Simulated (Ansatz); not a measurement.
Input file for Ansatz (a quantum-chemistry and plane-wave program): R-B3LYP/def2-TZVPPD on HBr (SMILES Br) with ghost functions. Files ending in .json are basis or fitting sets from the Basis Set Exchange.

Ansatz 0.2 input:
```yaml
crystal:
  periodic: [false, false, false]
  atoms:
    - {symbol: Br, position_ang: [0.17720384, -0.30934115, 3.68880181]}
    - {symbol: H, position_ang: [0.25518568, -0.59205068, 2.28870899]}
basis:
  gaussian:
    orbitals: def2-TZVPPD.json
    ghost_atoms:
      - {symbol: Cl, position_ang: [0.53481538, -0.46597293, -0.22561594]}
      - {symbol: H, position_ang: [0.80026747, 0.78567606, -0.12357310]}
hamiltonian:
  xc: {name: B3LYP}
scf: {lower_state_search: off}
```

The log:

```
WARN ansatz: RAYON_NUM_THREADS=2 ignored (pool sized by the plan → 2); use --threads N
Functional definition: B3LYP
these checks for a lower state are left out or cut short: stability, starts, cluster_reference, orbital_swaps, neighbouring_geometries, increment
integrals: 0.06 GiB planned
890 factors; their error is unknown
mean field: 0.49 GiB planned
mean field evaluation 1: about -70063.2433 eV, gradient 7.6e0 eV
mean field evaluation 2: about -70063.3145 eV, gradient 4.3e0 eV
mean field evaluation 4: about -70063.3670 eV, gradient 1.1e-1 eV
mean field evaluation 8: about -70063.6218 eV, gradient 3.4e-1 eV
mean field evaluation 16: about -70063.6219 eV, gradient 1.7e-7 eV
mean field -70063.62188560 eV, -2574.7906134671 hartree, gradient 1.7e-7 eV, S^2 0.000000; 0 other end points of the search recorded, 0 dependent functions left out
reference -70063.62207911 eV, -2574.7906205787 hartree; 18, 18 occupied and 124, 124 virtual orbitals, 890 factors
Total energy: -70063.62207911 eV, -2574.7906205787 hartree
Checks for a lower state left out: stability, starts, cluster_reference, orbital_swaps, neighbouring_geometries, increment
```

Self-consistency was reached.

Cost: very roughly 2.0 core-seconds.
